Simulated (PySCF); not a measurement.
Dissociation curve of NaBr, singlet.

Level of theory: CCSD(T) on UHF/aug-cc-pVDZ, 10 core orbitals frozen (PySCF).

**Question.** Relative to R = 2.60 Å, what are the energies at R = 2.23, 2.76, 4.10, 4.55 Å?

**Answer.** 42.3 kJ/mol at 2.23 Å, 7.1 kJ/mol at 2.76 Å, 152.3 kJ/mol at 4.10 Å, 192.3 kJ/mol at 4.55 Å.

The unrestricted determinant behind UCCSD(T) is spin-contaminated at 6.08 to 7.57 Å (<S²> up to 1.0, against 0.00 for a pure singlet).
